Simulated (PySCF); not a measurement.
Delta-SCF ions had no search for a lower state. Excitations are Tamm–Dancoff values on a coarser integration grid. The basis has no diffuse functions, so Rydberg states are missing or too high.

**CH₅NSi₂, SMILES `[H]/N=[SiH]/[SiH]=C` (C–Si–Si–N torsion 180°) (charge 0, multiplicity 1)**

These are PBE-D3(BJ)/def2-TZVP // B3LYP-D3(BJ)/def2-TZVP (PySCF 2.14.0) values and carry that method's errors.

```yaml
HOMO: -5.97 eV
dipole_moment: 1.66 D
LUMO: -3.30 eV
HOMO–LUMO gap: 2.67 eV
S1 excitation (TDA): 3.05 eV
S1 oscillator strength: 0.001
brightest of the four lowest singlets (TDA): 4.41 eV
T1 excitation (TDA): 2.07 eV
S1–T1 gap (TDA): 0.98 eV
vertical ionisation energy (Delta-SCF): 8.63 eV
total_energy: -674.4184 Ha
cost: roughly 90 core-seconds
```

```xyz
9

C     -2.0903     0.1585     0.5429
Si    -0.6535    -0.7357     0.2816
Si     1.2827     0.4135    -0.1372
N      2.6132    -0.4465    -0.3741
H     -2.0947     1.2413     0.5141
H     -3.0510    -0.2968     0.7486
H     -0.6306    -2.2088     0.3181
H      1.1121     1.8948    -0.1494
H      3.5120    -0.0203    -0.5648
```
